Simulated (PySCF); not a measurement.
## Computed structure and properties of NdCl3(NH3)

System: NdCl3(NH3) (singlet in the valence; each metal's 4f electrons, 3 of them, lie in its core potential, out of spins and levels); start: template (C3v). Method: PySCF 2.14.0, RKS PBE0, Nd lcecp-1-SVP with ECP49, Cl def2-SVP, N def2-SVP, H def2-SVP; non-relativistic Hamiltonian with scalar-relativistic core potentials where named; density fitting; no spin-orbit coupling.

Input of the relaxation:

```python
mol = gto.M(atom='''
Nd    -0.10628     0.10628    -0.10628
Cl     1.44142     1.65398     1.44142
Cl    -1.65398    -1.44142     1.44142
Cl     1.44142    -1.44142    -1.65398
N     -1.59728     1.59728    -1.59728
H     -2.21048     2.21048    -1.06018
H     -1.06018     2.21048    -2.21048
H     -2.21048     1.06018    -2.21048''',
    basis={'Nd': 'lcecp-1-SVP', 'Cl': 'def2-SVP', 'N': 'def2-SVP', 'H': 'def2-SVP'},
    ecp={'Nd': 'lcecp-1-SVP'},
    charge=0, spin=0)
mf = dft.RKS(mol, xc='PBE0')
mf.grids.atom_grid = (50, 194)  # f atoms: unpruned, at least (60, 302)
mf = mf.density_fit()  # fitting sets: Nd AutoAux, Cl def2-universal-JKFIT, N def2-universal-JKFIT, H def2-universal-JKFIT
mf.conv_tol = 1e-08; mf.max_cycle = 55
mf.kernel(dm0)  # dm0: converged density of the start geometry
# quasi-Newton relaxation in Cartesian coordinates to a largest gradient under 0.00045 Eh/bohr, steps kept in the point group
```

Run from Python with OMP_NUM_THREADS=2; the lines above give its settings. Where DIIS fails, smearing, a level shift and second-order steps follow.
It took 73 s on 2 threads of Arm Neoverse V1 (shared host), from the converged density of the start.

Course of the relaxation:

| step | energy above end (eV) | largest force component within the symmetry (eV/Å) |
| --- | --- | --- |
| 0 | 0.4731 | 1.140 |
| 1 | 0.2099 | 0.673 |
| 2 | 0.0975 | 0.204 |
| 3 | 0.0794 | 0.138 |
| 4 | 0.0321 | 0.130 |
| 5 | 0.0204 | 0.131 |
| 6 | 0.0067 | 0.093 |
| 7 | 0.0029 | 0.094 |
| 8 | 0.0010 | 0.065 |
| 9 | 0.0004 | 0.035 |
| 10 | 0.0001 | 0.008 |
| 11 | 0.0000 | 0.001 |

Relaxed geometry (C3v):

```xyz
8

Nd    0.0367   -0.0367    0.0367
Cl    1.1750    1.9503    1.1750
Cl   -1.9503   -1.1750    1.1750
Cl    1.1750   -1.1750   -1.9503
N    -1.4310    1.4310   -1.4310
H    -2.0402    2.0402   -0.8808
H    -0.8808    2.0402   -2.0402
H    -2.0402    0.8808   -2.0402
```

| contact | Å |
| --- | --- |
| Nd1–Cl2 (Cl) | 2.557 |
| Nd1–Cl3 (Cl) | 2.557 |
| Nd1–Cl4 (Cl) | 2.557 |
| Nd1–N5 (NH3) | 2.542 |

On the finer grid (75, 302):

- HOMO: -8.36 eV
- LUMO: -1.16 eV
- Dipole about the centre of mass: 5.04 D
- Set of Mulliken populations of Nd1 outside the core potential: s 2.24, p 6.38, d 1.48, f 0.06
- D3(BJ) dispersion energy (not in the energies): -0.212 eV

```
atom  Mulliken (e)  Löwdin (e)  spin (e)
 Nd1          0.84       -0.11      0.00
 Cl2         -0.36       -0.08      0.00
 Cl3         -0.36       -0.08      0.00
 Cl4         -0.36       -0.08      0.00
  N5         -0.30       -0.01      0.00
  H6          0.18        0.12      0.00
  H7          0.18        0.12      0.00
  H8          0.18        0.12      0.00
```

The 4f levels lie in the core potential and are missing. Their spin isn't counted.

On the grid (50, 194), as all that follows. Harmonic modes: a minimum within the noise of the softest modes; lowest 52 cm⁻¹ (negative: unstable), highest 3611 cm⁻¹, zero-point energy 1.112 eV.

Taking off one Cl (charge -1, singlet; the rest: singlet) in vacuum, both parts rigid, costs 8.69 eV; the small basis without counterpoise inflates it. Most of it is the attraction of opposite charges; other ways to part are cheaper, and one spin state was tried for the rest.

Rigid scan of Cl along the line from its metal:

(distance to Cl2 (Å), energy (eV)): (2.26, 0.724), (2.36, 0.282), (2.46, 0.062), (2.56, 0.000), (2.66, 0.048), (2.76, 0.173), (2.96, 0.556), (3.26, 1.261), (3.66, 2.187), (4.16, 3.157)

Taking off one NH3 (charge 0, singlet; the rest: singlet) in vacuum, both parts rigid, costs 1.66 eV; the small basis without counterpoise inflates it.

Rigid scan of NH3 along the line from its metal:

(distance to N5 (Å), energy (eV)): (2.24, 0.368), (2.34, 0.142), (2.44, 0.031), (2.54, 0.000), (2.64, 0.023), (2.74, 0.081), (2.94, 0.251), (3.24, 0.539), (3.64, 0.868), (4.14, 1.154)

One start shape was tried, so this needn't be the lowest isomer.

An lcecp potential fixes the number of 4f electrons, so in runs with it no electron can move into or out of that shell.
